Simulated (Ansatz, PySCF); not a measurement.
Two conformers of C3H8S2 (SMILES CSCSC), B3LYP-D3(BJ)/def2-TZVP minima.
Conformer 1 (charge 0, multiplicity 1):
```xyz
13

C      2.0221    -0.8157    -0.4904
S      1.0513    -0.3301     0.9584
C      0.1896     1.1195     0.2832
S     -0.9668     0.8286    -1.0871
C     -2.1942    -0.2003    -0.2432
H      1.3652    -0.9820    -1.3429
H      2.5294    -1.7450    -0.2365
H      2.7658    -0.0571    -0.7352
H     -0.3369     1.5686     1.1253
H      0.9146     1.8424    -0.0908
H     -2.9129    -0.5201    -0.9959
H     -2.7137     0.3654     0.5305
H     -1.7134    -1.0742     0.1939
```
Conformer 2 (charge 0, multiplicity 1):
```xyz
13

C      2.67758     0.58395     0.28302
S      1.62426    -0.06044    -1.04355
C      0.02756     0.04566    -0.18442
S     -1.27070    -0.55641    -1.30285
C     -2.69020    -0.33449    -0.19818
H      2.62760    -0.04990     1.16861
H      2.40318     1.60666     0.54243
H      3.69818     0.57837    -0.09700
H     -0.17469     1.08292     0.08942
H      0.05267    -0.57147     0.71573
H     -3.56980    -0.66551    -0.74843
H     -2.58785    -0.94175     0.70142
H     -2.81778     0.71350     0.07379
```

No zero-point or thermal terms.

Correlated levels freeze the cores. Rows in 6-31G* carry no dispersion term and start afresh at each structure (6-31G* with six Cartesian d functions).

Codes used: Ansatz (an electronic-structure program); PySCF for 6-31G* rows. 

Task: One of these levels gives 5.17 kcal/mol for the electronic energy of conformer 2 less that of conformer 1. Name it.
(A) B2PLYP/def2-TZVPP
(B) PBE/def2-TZVPP
(C) HF/6-31G*

Result: B, PBE/def2-TZVPP. The others give 3.16 (HF/6-31G*), 4.43 (B2PLYP/def2-TZVPP)
